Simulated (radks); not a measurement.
Species: Rh2+. Configuration: [Kr] 4d7. Method: scalar-relativistic Kohn-Sham, PBEsol, spin-polarised, spherical densities, finite nucleus; open shells are filled with parallel spins first (spin-orbit coupling, left out, can overturn this in heavy ions); Fermi nuclear charge, rms radius 4.4945 fm; hard spherical wall at 5 bohr; computed with a radial shooting solver on a logarithmic mesh with Libxc functionals.

Normalised radial functions P(r) = r R(r), r in bohr:

r,4s down,5s up,5s down
0.004861,0.1542,0.0584,0.0567
0.006329,0.1836,0.0696,0.0676
0.008242,0.2133,0.0809,0.0785
0.01082,0.2399,0.0909,0.0883
0.01409,0.2552,0.0967,0.0939
0.01834,0.2506,0.0950,0.0922
0.02408,0.2130,0.0807,0.0783
0.03135,0.1329,0.0502,0.0487
0.04082,0.0046,0.0015,0.0015
0.05358,-0.1663,-0.0633,-0.0615
0.06977,-0.3305,-0.1255,-0.1218
0.09158,-0.4232,-0.1601,-0.1553
0.1192,-0.3542,-0.1327,-0.1288
0.1553,-0.0865,-0.0297,-0.0288
0.2038,0.3194,0.1245,0.1209
0.2654,0.6203,0.2342,0.2273
0.3456,0.5713,0.2032,0.1971
0.4536,0.0660,-0.0049,-0.0050
0.5906,-0.6320,-0.2657,-0.2581
0.7691,-1.1163,-0.3824,-0.3707
1.009,-1.1189,-0.2080,-0.2016
1.314,-0.7577,0.1842,0.1776
1.725,-0.3477,0.5839,0.5674
2.247,-0.1100,0.7516,0.7423
2.925,-0.0219,0.6361,0.6463
3.84,-0.0023,0.3340,0.3498
5,0.0000,0.0000,0.0000

4s down: eigenvalue -101.97 eV, 3 radial nodes at r = 0.0412, 0.165, 0.466 bohr, <r> = 0.977 bohr, 90 % of the charge inside 1.42 bohr. 5s up (empty): eigenvalue -19.420 eV, 4 radial nodes at r = 0.0411, 0.164, 0.451, 1.17 bohr, <r> = 2.46 bohr, 90 % of the charge inside 3.46 bohr. 5s down (empty): eigenvalue -18.118 eV, 4 radial nodes at r = 0.0411, 0.164, 0.451, 1.17 bohr, <r> = 2.49 bohr, 90 % of the charge inside 3.51 bohr.
